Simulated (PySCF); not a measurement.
C2H7FSi2, SMILES F[SiH2]/C=C\[SiH3]. Geometry optimised at B3LYP-D3(BJ)/def2-SVP. The structure was generated by enumeration; whether it is a known compound was not checked. The values are those of a single conformer.

Computed equilibrium geometry at B3LYP-D3(BJ)/def2-SVP (PySCF confirms it by a frequency run) as Cartesian coordinates in Å, and its point group (one conformer of several):
point group Cs.
```xyz
12

F      1.4044    -0.9244     0.0000
Si    -0.0354    -1.7035     0.0000
C     -1.3791    -0.4150     0.0000
C     -1.2088     0.9222     0.0000
Si     0.4047     1.9177     0.0000
H     -0.0978    -2.5587    -1.2161
H     -0.0978    -2.5587     1.2161
H     -2.4105    -0.8022     0.0000
H     -2.1213     1.5372     0.0000
H      1.2161     1.6514    -1.2195
H      0.0120     3.3576     0.0000
H      1.2161     1.6514     1.2195
```
Charge 0, spin multiplicity 1.
